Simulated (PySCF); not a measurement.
## C₆ coefficients of unlike pairs at PBE0

Calculated with PySCF 2.14 from the dipole response of each species, C₆(A,B) = (3/π) ∫ α_A(iu) α_B(iu) du, in atomic units, from isotropic polarisabilities. For ions this is the dispersion term alone; charge-induced terms of lower order in 1/R come first.

```
species           configuration                                                                                              basis      relativity  α (bohr³)  C₆ (like pair)
     O⁺       [He] 2s2 2p3 (4S)                                                                           aug-cc-pVQZ (6s5p4d3f2g)            none      2.641           5.147
   As²⁺  [Ar] 3d10 4s2 4p1 (2P)  aug-cc-pVQZ-PP with one added diffuse shell each of s, p, d, f, g type with ECP10MDF (8s7p6d4f3g)  core potential      10.32           44.77
     N⁺       [He] 2s2 2p2 (3P)                                                                               dyall-av2z (11s7p2d)            none      3.838           8.240
   Cd³⁺           [Kr] 4d9 (2D)                               def2-TZVPPD with the def2 core potential (28 electrons) (6s4p3d2f1g)  core potential      3.100           12.93
```

Task: Estimate C₆ for Cd³⁺ with O⁺.

Result: The integral gives 7.868. The combination rule 2 C_A C_B / (C_A α_B/α_A + C_B α_A/α_B) gives 7.804 and the geometric mean 8.158.

No spin-orbit coupling is included.

The other pairs:

```json
{"pair": "Cd³⁺, N⁺", "C₆": "9.527"}
{"pair": "N⁺, As²⁺", "C₆": "18.97"}
{"pair": "N⁺, O⁺", "C₆": "6.455"}
{"pair": "Cd³⁺, As²⁺", "C₆": "20.71"}
{"pair": "As²⁺, O⁺", "C₆": "14.57"}
```
